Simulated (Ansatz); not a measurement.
A structure relaxed at PBE-D4/def2-SVP in Ansatz, charge 0, singlet:

```xyz
50

F     0.700   -7.192    9.000
C    -0.126   -7.455    7.953
F    -1.395   -7.421    8.421
F     0.131   -8.733    7.569
C     0.109   -6.498    6.829
C    -0.856   -5.689    6.338
C    -0.732   -4.724    5.247
C    -1.862   -3.960    4.872
C    -1.792   -3.025    3.838
C    -0.588   -2.804    3.124
C    -0.568   -1.813    2.055
C     0.500   -1.470    1.277
C     0.523   -0.475    0.214
C    -0.611    0.290   -0.171
C    -0.537    1.233   -1.190
C     0.675    1.473   -1.891
C     0.806    2.453   -2.961
C    -0.161    3.296   -3.422
C    -0.025    4.282   -4.492
C     1.160    4.453   -5.252
C     1.238    5.414   -6.260
C     0.131    6.238   -6.543
C     0.241    7.315   -7.592
F    -0.963    7.617   -8.136
F     0.739    8.467   -7.071
F     1.068    6.951   -8.602
C    -1.057    6.081   -5.809
C    -1.129    5.116   -4.800
C     1.805    0.706   -1.511
C     1.731   -0.239   -0.488
C     0.545   -3.574    3.503
C     0.475   -4.505    4.534
H     1.137   -6.510    6.436
H    -1.855   -5.757    6.800
H    -2.812   -4.111    5.409
H    -2.687   -2.443    3.567
H    -1.530   -1.301    1.886
H     1.465   -1.976    1.452
H    -1.571    0.139    0.343
H    -1.442    1.800   -1.455
H     1.809    2.498   -3.421
H    -1.159    3.263   -2.954
H     2.036    3.818   -5.054
H     2.162    5.527   -6.845
H    -1.926    6.714   -6.036
H    -2.063    4.997   -4.230
H     2.759    0.867   -2.037
H     2.628   -0.816   -0.215
H     1.501   -3.436    2.977
H     1.376   -5.080    4.795
```

Give its formula, name or SMILES.

`FC(F)(F)/C=C/c1ccc(/C=C/c2ccc(/C=C/c3ccc(C(F)(F)F)cc3)cc2)cc1`.

Summarise the bond lengths by kind (pairs closer than 1.2 times the sum of covalent radii, bridged metal pairs left out).

28 × C–C 1.35 to 1.51 Å; 6 × C–F 1.35 to 1.36 Å; 18 × C–H 1.10 Å.

Single mean-field runs in def2-SVP are fitted with def2-universal-jkfit.
